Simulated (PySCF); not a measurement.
**Bond length, frequency and bond energy of TeC by level of theory**

State: ¹Σ⁺ (singlet), closed shell. Set-up: Te cc-pVDZ-PP with ECP28, C cc-pVDZ; scalar-relativistic core potentials (PySCF 2.14). De refers to Te + C in their high-spin ground configurations, without counterpoise correction. A positive dipole means Te(−)C(+).

```tsv
Level	Re (Å)	ωe (cm⁻¹)	De (eV)	μ (D)	CPU s a point (SCF and correlation, without the integrals)
RHF	1.875	961	1.30	-2.15	0.024
RHF-MP2	1.907	896	4.55	n/a	0.036
RHF-SCS-MP2	1.906	896	4.31	n/a	n/a
RHF-CCSD	1.906	885	3.89	n/a	n/a
RHF-CCSD(T)	1.928	824	4.34	n/a	0.37
PBE	1.922	837	5.28	-2.43	0.47
PBEsol	1.914	849	5.59	-2.43	0.39
revPBE	1.927	831	4.99	-2.41	0.4
r²SCAN	1.909	868	4.65	-2.46	0.52
PBE0	1.895	897	4.58	-2.48	0.51
M06	1.902	877	4.77	-2.80	0.38
```

(1) Which functional lies closest to RHF-CCSD(T) in De, which farthest, and by how much do they differ from it?

(2) What does second-order correlation do here, going from RHF to RHF-MP2?

(3) What does the triples do here, going from RHF-CCSD to RHF-CCSD(T)?

Correlated steps freeze 5 core orbitals. Correlated levels converge slowly with the basis: in double zeta they bind strong bonds too weakly, by up to about 1 eV, and carry superposition errors of some tenths. Spin–orbit coupling is left out, which matters for elements this heavy, above all for dissociation energies. Where the molecule has an RHF reference, its open-shell atoms are computed with UHF. The CCSD T1 diagnostic is raised, a sign that a single reference may not be enough here.

The whole job (state search and all levels along the bond) took about 0.9 min on 1 thread of Intel Xeon Platinum 8488C (shared host), peak memory 0.43 GiB.

## Answers

(1) Closest is PBE0 (-3.3 pm in Re, +8.9 % in ωe, +0.24 eV in De against RHF-CCSD(T) in the same basis), farthest PBEsol (-1.4 pm in Re, +3.0 % in ωe, +1.25 eV in De). CCSD(T) converges more slowly with the basis than the functionals do and binds too weakly in this one, so the order can change at the basis-set limit.

(2) RHF-MP2 less RHF: +3.2 pm in Re, -6.8 % in ωe, +3.25 eV in De. Correlation nearly always deepens the well. The bond lengthens, as in strong covalent bonds, where excitations into antibonding orbitals dominate.

(3) RHF-CCSD(T) less RHF-CCSD: +2.2 pm in Re, -6.9 % in ωe, +0.45 eV in De. Correlation nearly always deepens the well. The bond lengthens, as in strong covalent bonds, where excitations into antibonding orbitals dominate.
